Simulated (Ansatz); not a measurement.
Born–Oppenheimer molecular dynamics of C$_{2}$H$_{9}$BO (13 atoms, charge 0, multiplicity 1). It starts at the highest image of a converged band. Of that band: The profile has 2 maxima (images 1, 3) with wells between them (image 2): this band takes more than one step, which may be the mechanism or a detour left from its start path. Neighbouring images differ by up to 1.7 eV, so the band resolves the path poorly. A vibrational analysis at the climbing image gives one clearly imaginary mode, 1148i cm⁻¹: a first-order saddle point.

Level of theory: RKS PBE-D4/6-31G* in Ansatz 0.2.0.

- ensemble: NVE (velocity Verlet)
- time step: 0.5 fs
- steps asked: 200
- starting velocities drawn for: 300 K
- seed: 8117

First frame:

```xyz
13
Properties=species:S:1:pos:R:3
B -0.017 0.254 0.023
H 0.070 -0.639 1.067
C 1.382 0.236 -0.738
H 1.550 -0.726 -1.254
H 1.396 1.019 -1.520
H 2.259 0.406 -0.084
C -1.392 -0.005 -0.724
H -2.267 0.045 -0.054
H -1.535 0.766 -1.506
H -1.409 -0.986 -1.231
O -0.165 1.519 1.037
H 0.727 1.925 1.103
H -0.007 0.317 1.452
```

How far do the bonds stretch over the last three quarters of this one trajectory? (Pairs bonded in most of those frames.)


```csv
bond,mean (Å),spread (Å),shortest,longest
B1–C3,1.598,0.041,1.54,1.68
B1–C7,1.591,0.055,1.50,1.69
B1–O11,1.391,0.053,1.28,1.48
H2–H13,0.753,0.021,0.72,0.78
C3–H4,1.108,0.019,1.07,1.14
C3–H5,1.117,0.040,1.05,1.18
C3–H6,1.109,0.013,1.09,1.13
C7–H8,1.106,0.007,1.10,1.13
C7–H9,1.108,0.008,1.09,1.13
C7–H10,1.111,0.013,1.08,1.14
O11–H12,0.981,0.006,0.97,0.99
```

Mean temperature of the second half: 1084 K. The conserved energy stayed within 0.2 meV per atom of its start (net change 0.056 meV per atom), so the integration is sound. The kinetic energy rose, since the run started high on the potential surface and went downhill. It ends in pieces (C2H7BO + H2), so much of that is their flight and rotation, not heat. A run of 0.1 ps of so small a system gives no equilibrium averages. The orbitals stay closed-shell, which can raise the energy where a bond breaks towards radicals; this wasn't checked here.

The run took 8.8 min on 1 thread of Arm Neoverse V1, on a shared host, peak memory 0.11 GiB.
